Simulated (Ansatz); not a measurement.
FGaH$_{4}$OSi, SMILES `[F][GaH][O][SiH3]` from Hartree–Fock to CCSD(T)

Z-matrix (Å, degrees):
```
Si
O 1 1.639
H 1 1.485 2 108.0
H 1 1.488 2 111.0 3 -119.5
H 1 1.488 2 111.0 3 119.5
Ga 2 1.763 1 138.2 3 179.9
F 6 1.751 2 113.0 1 0.1
H 6 1.537 2 125.1 1 -179.9
```

Charge 0, multiplicity 1. Correlated methods include outer-core shells of Ga, which these sets cover unevenly. Scalar relativity is left out up to krypton. All single points use the PBE0-D4/def2-TZVP geometry. It is one conformer, not always the lowest. Frozen core, restricted reference, Ansatz 0.2.0.

| basis | HF (Eh) | MP2 corr. |
| --- | --- | --- |
| def2-SVP | -2388.44181 | -0.68227 |
| def2-TZVPP | -2389.02327 | -0.83777 |
| def2-QZVPP | -2389.08252 | -1.13719 |

Question: Estimate the CCSD correlation energy and the (T) correction in each basis where they were run (hartree).

Answer: 
```tsv
basis	CCSD corr.	(T)
def2-SVP	-0.70053	-0.01622
def2-TZVPP	-0.85490	-0.02902
```
